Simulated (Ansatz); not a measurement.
A rate constant, worked out

An elementary step of SiNH7O4, closed shell (SiH₄O₄ ([OH][Si]([OH])([OH])[OH]) + NH₃ → SiNH₅O₃ ([NH2][Si]([OH])([OH])[OH]) + H₂O; Si–O, H–N broken or loosened, Si–N, O–H formed or tightened). The start structure is the complex of the reactants, bound by 0.28 eV, and the electronic barrier above it is 1.469 eV by CCSD(T) at an estimated basis limit (MP2 extrapolated from triple and quadruple zeta, plus CCSD(T) − MP2 in triple zeta). Ansatz 0.2.0; basis: def2-TZVPP and def2-QZVPP; cores frozen in the correlated methods. Extrapolation: Hartree–Fock as exp(−7.88 √X), correlation as X^−2.97. Harmonic wavenumbers at PBE0-D4/def2-TZVP (Ansatz 0.2.0), in cm⁻¹:

Start: 94, 190, 192, 281, 307, 311, 341, 367, 383, 407, 436, 449, 508, 708, 726, 736, 736, 829, 892, 929, 940, 958, 1018, 1233, 1641, 1641, 3508, 3639, 3640, 3903, 3920, 3920, 3924.

Saddle: 560i, 94, 174, 218, 227, 253, 318, 362, 369, 383, 446, 504, 581, 618, 660, 803, 818, 832, 866, 897, 935, 965, 1017, 1085, 1552, 1634, 2110, 3543, 3629, 3808, 3902, 3920, 3933.

Task: Work out the transition-state-theory rate constant at 300 K from these numbers alone (harmonic vibrations; rotation, path degeneracy and anharmonicity left out), and the Wigner tunnelling factor. Use 1 cm⁻¹ = 1.2398 × 10⁻⁴ eV and k_B = 8.617 × 10⁻⁵ eV/K.

Result: Zero-point energies, half the sums: start 43707/2 cm⁻¹ = 2.7095 eV; saddle, real modes only, 41456/2 cm⁻¹ = 2.5699 eV.
Barrier with zero-point energy: 1.469 + 2.5699 − 2.7095 = 1.3294 eV.
k_BT = 0.02585 eV, so the barrier is 51.42 k_BT.
Vibrational partition functions from the zero-point level, ln q = −Σ ln(1 − exp(−hν/k_BT)): start 4.133, saddle 4.082.
k = (k_BT/h) exp(ln q‡ − ln q) exp(−E0/k_BT), with log₁₀(k_BT/h in s⁻¹) = 12.80: log₁₀ k = 12.80 + (-0.051 − 51.42)/2.3026 = -9.55, so k ≈ 3 × 10^(-10) s⁻¹.
Wigner factor: 1 + (hν‡/k_BT)²/24 = 1 + (2.69)²/24 = 1.30. A change of 1 kcal/mol (0.043 eV) in the barrier would change k by a factor of 5.4 at this temperature.

The T1 diagnostic stays at or below 0.012.

Labels in which every atom is bracketed show which atoms are joined, not bond orders.

For scale, one of the runs: CCSD(T)/def2-TZVPP, 295 basis functions, launched by `ansatz run in.yaml --threads 8 --pin off --events-out ev --progress --plain --max-ram 19148MiB`. The run took 4.5 min on 8 CPU threads of an Intel Xeon (shared host), with 10 GiB of host memory at its peak.
